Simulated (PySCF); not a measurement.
**KN: from constants to spectrum**

ROHF-CCSD(T) constants of KN, ³Σ⁻ (triplet), unpaired electrons π ↑↑ (basis K def2-SVP, N def2-SVP; no relativity; PySCF 2.14; masses 38.9637 and 14.0031 u):

```
ωe              : 148.5 cm⁻¹
ωexe            : 0.802 cm⁻¹
Be              : 0.20264 cm⁻¹
αe              : 0.00497 cm⁻¹
D (centrifugal) : 1.51e-06 cm⁻¹
De to K + N     : 0.111 eV
```

Task: Give the vibrational terms G(v) and spacings up to v = 3.

Result: G(v) = ωe(v+½) − ωexe(v+½)².

```csv
v,G(v) (cm⁻¹),G(v) − G(v−1),Bv (cm⁻¹)
0,74,,0.2002
1,221,147,0.1952
2,366,145,0.1902
3,510,144,0.1852
```

Correlated steps freeze 6 core orbitals. The bond is weak. Basis-set superposition, not corrected here, can be much of De in a small basis, most of all at correlated wavefunction levels. The CCSD T1 diagnostic is raised, a sign that a single reference may not be enough here. The state was picked by a PBE0 search and need not be the measured ground state.
